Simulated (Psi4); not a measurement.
barium atom (Ba), singlet (core potentials on Ba); Psi4 with REVPBE/def2-SVP.

Psi4 was given this input:
```
memory 2 GB

molecule mol {
0 1
  Ba    0.000000    0.000000    0.000000
}

set basis def2-svp
set reference rks
set scf_type pk
set puream true
set d_convergence 1e-8
set dft_radial_points 99
set dft_spherical_points 590

energy('revpbe')
print_variables()
```

It wrote (shortened):

```
   => Loading Basis Set <=

    Name: DEF2-SVP
    Role: ORBITAL
    Keyword: BASIS

    !!!  WARNING: ECP capability is in beta. Please check occupations closely.  !!!

         ---------------------------------------------------------
                                   SCF
               by Justin Turney, Rob Parrish, Andy Simmonett
                          and Daniel G. A. Smith
                              RKS Reference
         ---------------------------------------------------------

  ==> Geometry <==

    Molecular point group: d2h
    Geometry (in Angstrom), charge = 0, multiplicity = 1:

       Center              X                  Y                   Z               Mass
    ------------   -----------------  -----------------  -----------------  -----------------
         BA           0.000000000000     0.000000000000     0.000000000000   137.905247000000

  Running in d2h symmetry.

  Rotational constants: A = ************  B = ************  C = ************ [cm^-1]
  Rotational constants: A = ************  B = ************  C = ************ [MHz]
  Nuclear repulsion =    0.000000000000000

  Charge       = 0
  Multiplicity = 1
  Electrons    = 10
  Nalpha       = 5
  Nbeta        = 5

  ==> Algorithm <==

  SCF Algorithm Type is PK.
  DIIS enabled.
  MOM disabled.
  Fractional occupation disabled.
  Guess Type is CORE.
  Energy threshold   = 1.00e-06
  Density threshold  = 1.00e-08
  Integral threshold = 1.00e-12

  ==> Primary Basis <==

  Basis Set: DEF2-SVP
    Blend: DEF2-SVP
    Number of shells: 10
    Number of basis functions: 30
    Number of Cartesian functions: 35
    Spherical Harmonics?: true
    Max angular momentum: 3

  Core potential: DEF2-SVP
    Number of shells: 4
    Number of ECP primitives: 10
    Number of ECP core electrons: 46
    Max angular momentum: 3

  ==> DFT Potential <==

   => LibXC <=

    Version 7.1.2
    S. Lehtola, C. Steigemann, M. J. T. Oliveira, and M. A. L. Marques,  SoftwareX 7, 1–5 (2018) (10.1016/j.softx.2017.11.002)

   => Composite Functional: REVPBE <=

    revPBE GGA Exchange-Correlation Functional

    Y. Zhang and W. Yang, Phys. Rev. Lett. 80, 890, 1998

    Deriv               =              1
    GGA                 =           TRUE
    Meta                =          FALSE

    Exchange Hybrid     =          FALSE
    MP2 Hybrid          =          FALSE

   => Exchange Functionals <=

    1.0000   XC_GGA_X_PBE_R

   => Correlation Functionals <=

    1.0000     XC_GGA_C_PBE

[...]
   @RKS iter   6:   -25.46844586708167   -2.13514e-05   3.61573e-05 DIIS
   @RKS iter   7:   -25.46844603822762   -1.71146e-07   2.22374e-06 DIIS
   @RKS iter   8:   -25.46844603876905   -5.41430e-10   1.77120e-07 DIIS
   @RKS iter   9:   -25.46844603877386   -4.80327e-12   6.70660e-09 DIIS
  Energy and wave function converged.

  ==> Post-Iterations <==

   Electrons on quadrature grid:
      Ntotal   =   10.0000000000 ; deviation = 3.730e-14

    Orbital Energies [Eh]
    ---------------------

    Doubly Occupied:

[...]
    Virtual:

[...]
       8Ag    83.075199

    Final Occupation by Irrep:
             Ag   B1g   B2g   B3g    Au   B1u   B2u   B3u
    DOCC [     2,    0,    0,    0,    0,    1,    1,    1 ]
    NA   [     2,    0,    0,    0,    0,    1,    1,    1 ]
    NB   [     2,    0,    0,    0,    0,    1,    1,    1 ]

  @RKS Final Energy:   -25.46844603877386

   => Energetics <=

    Nuclear Repulsion Energy =              0.0000000000000000
    One-Electron Energy =                 -41.2706861253725563
    Two-Electron Energy =                  19.4048715670212353
    DFT Exchange-Correlation Energy =      -3.6026314804225343
    Empirical Dispersion Energy =           0.0000000000000000
    VV10 Nonlocal Energy =                  0.0000000000000000
    Total Energy =                        -25.4684460387738554

Computation Completed

Properties will be evaluated at   0.000000,   0.000000,   0.000000 [a0]

Properties computed using the SCF density matrix

 Multipole Moments:

 ------------------------------------------------------------------------------------
     Multipole            Electronic (a.u.)      Nuclear  (a.u.)        Total (a.u.)
 ------------------------------------------------------------------------------------

 L = 1.  Multiply by 2.5417464519 to convert [e a0] to [Debye]
 Dipole X            :          0.0000000            0.0000000            0.0000000
 Dipole Y            :          0.0000000            0.0000000            0.0000000
 Dipole Z            :          0.0000000            0.0000000            0.0000000
 Magnitude           :                                                    0.0000000

 ------------------------------------------------------------------------------------

  Variable Map:
  ----------------------------------------------------------------------------
[...]
  Array Variable Map:
  ----------------------------------------------------------------------------
[...]
[...]
```
